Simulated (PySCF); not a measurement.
A PySCF script (with the pyscf-properties extension) for the NMR shieldings of SMILES OCPCCC(F)(F)F, C4H8F3OP, on a GFN2-xTB geometry:

```python
import basis_set_exchange as bse
import numpy as np
from pyscf import gto, dft
from pyscf.prop import nmr

atoms = """
O    -2.909902    0.958305    0.438851
C    -2.596634   -0.347529    0.031598
P    -1.149712   -0.329604   -1.164030
C     0.154505    0.143453    0.085611
C     1.550405    0.096309   -0.529772
C     2.596329    0.532668    0.476408
F     2.606859   -0.242920    1.572087
F     2.406214    1.789697    0.902191
F     3.838383    0.486852   -0.032306
H    -3.232566    1.461412   -0.317842
H    -3.453153   -0.839437   -0.450356
H    -2.337826   -0.897927    0.940360
H    -0.927553   -1.710527   -1.090092
H     0.098360   -0.516959    0.955081
H    -0.074200    1.161625    0.415050
H     1.803119   -0.916683   -0.851187
H     1.620375    0.763131   -1.391563
"""
names = dict.fromkeys(["O", "C", "P", "F", "H"], "pcSseg-1")
basis = {el: gto.basis.parse(bse.get_basis(n, elements=[el], fmt="nwchem")) for el, n in names.items()}
mol = gto.M(atom=atoms, basis=basis, charge=0, verbose=0)
mf = dft.RKS(mol, xc="PBE0")
mf.grids.level = 2
mf.grids.alignment = dft.numint.BLKSIZE   # the property module wants whole blocks of grid points
mf.conv_tol = 1e-9
mf.kernel()

calc = nmr.RKS(mf)   # GIAO
C = mf.mo_coeff
Co = C[:, mf.mo_occ > 0]
resp = mf.gen_response(singlet=True, hermi=2)
def vind(x):   # induced exchange potential for any number of trial vectors
    d = np.einsum("pi,xij,qj->xpq", C, 2 * x.reshape(-1, C.shape[1], Co.shape[1]), Co, optimize=True)
    return np.einsum("xpq,pi,qj->xij", resp(d - d.transpose(0, 2, 1)), C, Co, optimize=True).ravel()
mo1, _ = nmr.rhf.solve_mo1(calc, with_cphf=vind)
sigma = calc.kernel(mo1)
for i, s in enumerate(sigma):   # ppm
    print("%2d %-2s %9.2f" % (i, mol.atom_pure_symbol(i), np.trace(s) / 3))
```

Q: What are the results?

A: 
```
 0 O     308.27
 1 C     120.39
 2 P     416.91
 3 C     166.64
 4 C     149.87
 5 C      51.16
 6 F     261.34
 7 F     261.95
 8 F     251.34
 9 H      31.84
10 H      27.10
11 H      27.07
12 H      28.50
13 H      29.52
14 H      29.54
15 H      29.69
16 H      29.46
```

These numbers come from an equivalent density-fitted implementation of the same equations, which agrees with the script to about 0.01 ppm for H and up to a few tenths of a ppm for heavy atoms, so last digits may differ.

Size and cost of the density-fitted run: 200 basis functions, 43 s wall time on 1 thread of an Intel Xeon Platinum 8259CL, shared host; peak memory 0.88 GiB.
